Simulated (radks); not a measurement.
Excited configurations of Re IV: one electron is placed in a higher orbital outside [Xe] 4f14 5d3. The ground configuration is [Xe] 4f14 5d4. Calculated with a radial shooting solver on a logarithmic mesh with Libxc functionals: scalar-relativistic Kohn-Sham, SCAN, spin-unpolarised, spherical densities, finite nucleus; meta-GGA in the generalised Kohn-Sham scheme; Fermi nuclear charge, rms radius 5.3698 fm. Excitation = E - E(ground); binding = E(ion) - E, where the ion is the core of charge +4; n* = 4/sqrt(2 binding) in atomic units, and the quantum defect is n - n*.

outer orbital  excitation (eV)  binding (eV)  quantum defect  <r> (bohr)
5f                      24.899        14.383           1.110       3.966
6s                       4.278        35.004           3.506       2.452
6p                      12.918        26.364           3.126       2.990
6d                      22.266        17.016           2.423       4.182
6f                      29.860         9.422           1.193       7.126
7s                      21.830        17.452           3.468       4.796
7p                      25.009        14.273           3.095       5.595
7d                      28.976        10.306           2.404       7.307
7f                      32.739         6.543           1.232       11.02

The Delta-SCF ionisation energy is 39.282 eV (NIST Atomic Spectra Database: 39 eV, theoretical). Self-interaction in the functional shifts the binding energies and quantum defects, so they are the method's values and not measured ones. Spin polarisation and multiplet splitting are left out, so open shells lie too high by an amount that depends on their filling. Spin-orbit splitting is averaged out at the scalar-relativistic level.

Beside tabulated values, note that spin-unpolarised runs miss the spin-polarisation part of the exchange energy of open shells.
